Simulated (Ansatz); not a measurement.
```yaml
crystal:
  periodic: [false, false, false]
  atoms:
    - {symbol: C, position_ang: [0.953721, 0.790740, 0.634542]}
    - {symbol: C, position_ang: [-0.077216, -0.101868, 0.413950]}
    - {symbol: F, position_ang: [-0.226262, -1.198524, 1.268607]}
    - {symbol: B, position_ang: [-0.667436, -0.526776, -0.942926]}
    - {symbol: Cl, position_ang: [-1.929264, -1.737627, -1.170890]}
    - {symbol: H, position_ang: [1.496775, 0.808721, 1.741441]}
    - {symbol: H, position_ang: [1.061007, 1.403268, -0.079243]}
    - {symbol: H, position_ang: [-0.465329, 0.453805, -1.788142]}
basis:
  gaussian: {orbitals: cc-pVTZ-DK}
total_charge: -1
magnetization: {spin_polarized: true, initial_magnetization: 1}
hamiltonian: {xc: {name: PBE0}, dispersion: d3bj, pseudopotentials: {relativity: scalar}}
accuracy: high
output: {forces: true}
```

```sh
$ ansatz run in.yaml --threads 2 --pin off --events-out ev --progress --plain --max-ram 4352MiB
```

Shortened log:

```
Functional definition: PBE0
3420 factors; integrals over basis functions are off by at most 1.1e-8 eV
mean field evaluation 1: about -18066.4498 eV, gradient 3.5e1 eV
mean field evaluation 2: about -18058.4095 eV, gradient 5.3e1 eV
mean field evaluation 4: about -18072.1664 eV, gradient 4.2e0 eV
mean field evaluation 8: about -18072.3453 eV, gradient 2.8e-1 eV
mean field evaluation 16: about -18072.3470 eV, gradient 1.1e-3 eV
mean field evaluation 32: about -18072.3470 eV, gradient 2.5e-8 eV
mean field -18072.34697901 eV, -664.1465016020 hartree, gradient 2.5e-8 eV, S^2 0.769367; 0 other end points of the search recorded, 0 dependent functions left out
reference -18072.34698157 eV, -664.1465016961 hartree; 24, 23 occupied and 172, 173 virtual orbitals, 3420 factors
Total energy: -18072.48206425 eV, -664.1514658929 hartree
Relativity: scalar
Atom 0 at     0.953721     0.790740     0.634542 Å, force    -0.905715    -5.227256     8.462429 eV/Å
Atom 1 at    -0.077216    -0.101868     0.413950 Å, force     0.882150    -2.453414    -1.467303 eV/Å
Atom 2 at    -0.226262    -1.198524     1.268607 Å, force     0.106824     0.853955     1.245569 eV/Å
Atom 3 at    -0.667436    -0.526776    -0.942926 Å, force     1.121178     3.757468    -0.330494 eV/Å
Atom 4 at    -1.929264    -1.737627    -1.170890 Å, force    -0.659612    -0.687964    -0.202994 eV/Å
Atom 5 at     1.496775     0.808721     1.741441 Å, force    -1.333836     0.163500    -3.284388 eV/Å
Atom 6 at     1.061007     1.403268    -0.079243 Å, force     1.352071     5.098370    -4.873469 eV/Å
Atom 7 at    -0.465329     0.453805    -1.788142 Å, force    -0.563061    -1.504658     0.450650 eV/Å
Dipole moment:    -0.117487    -0.175856     0.189548 e Å
```

Hardware: 2 threads of an AMD EPYC 9R45 on a shared host. Wall time 12 s, peak host memory 1.3 GiB.
